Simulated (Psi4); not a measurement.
P, charge +1, triplet. Base run: PBE/STO-3G run with Psi4.

Here is a job for Psi4.
```
memory 2 GB

molecule mol {
1 3
P     0.000000    0.000000    0.000000
}

set {
  basis sto-3g
  reference uks
}

energy('pbe')
print_variables()
```

The base run was repeated with changes; each row names its change, and settings that it needs were set with it.

```tsv
change	ΔE vs base (mEh)	SCF cycles	grid points	basis functions
base	0.000	5	19328	9
soscf = true	0.000	5	19328	9
damping_percentage = 50	0.001	20	19328	9
e_convergence = 1e-10	0.000	5	19328	9
guess = huckel	0.000	4	19328	9
guess = core	0.000	5	19328	9
basis_guess = true	0.000	3	19328	9
guess = sap	0.000	4	19328	9
scf_type = disk_df	0.000	5	19328	9
e_convergence = 1e-8	0.000	5	19328	9
scf_type = direct	0.712	7	19328	9
dft_radial_points = 35	-1.063	5	9060	9
puream = false	0.038	5	19328	9
```

Open shells are given as the SCF converged; they aren't shown to be the lowest states, and a large step between rows can be another state.
